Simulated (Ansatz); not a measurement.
Relaxation of AlClF2H2O (7 atoms, charge 0, multiplicity 1), to a largest force component of 0.03 eV/Å in at most 50 steps.

These are results of RKS B3LYP-D4/def2-SVP (Ansatz), not measurements.

```xyz
7
Properties=species:S:1:pos:R:3
Al 0.023 -0.457 -0.491
Cl 0.008 -0.088 2.912
F 1.428 0.371 -0.732
F -1.407 0.137 -1.064
O 0.097 -2.037 0.246
H -0.684 -2.603 0.236
H 0.225 -1.262 2.307
```

Question: Where does it end, and by what steps?

Answer: The run converged. After 20 steps the energy has fallen by 1.438 eV; H7 moved furthest, 1.20 Å. Parted: Cl2–H7 (1.34 → 2.85 Å). Joined: Al1–Cl2 (3.42 → 2.12 Å), O5–H7 (2.21 → 0.97 Å).

```tsv
step	energy less start (eV)	largest force component (eV/Å)	accepted
0	0.0000	0.998	yes
1	-0.1114	0.416	yes
2	-0.1993	0.272	yes
3	-0.2676	0.505	yes
4	-0.2872	0.338	yes
5	-0.3127	0.355	yes
6	-0.3471	0.909	yes
7	-0.3898	1.634	yes
8	-0.6513	3.213	yes
9	-0.9776	1.370	yes
10	-1.2476	0.694	yes
11	-1.3414	1.068	yes
12	-1.3687	0.772	yes
13	-1.4033	0.397	yes
14	-1.4147	0.229	yes
15	-1.4155	0.239	yes
16	-1.4061	1.139	no
17	-1.4270	0.155	yes
18	-1.4317	0.380	yes
19	-1.4367	0.077	yes
20	-1.4376	0.018	yes
```

```xyz
7
Properties=species:S:1:pos:R:3
Al 0.094 -0.071 0.210
Cl 0.037 0.604 2.216
F 1.496 0.195 -0.639
F -1.334 -0.083 -0.659
O 0.069 -1.992 0.586
H -0.690 -2.424 0.159
H 0.017 -2.167 1.542
```

Time of the run: 53 s on 2 threads of Arm Neoverse V1, on a shared host, peak memory 0.18 GiB.
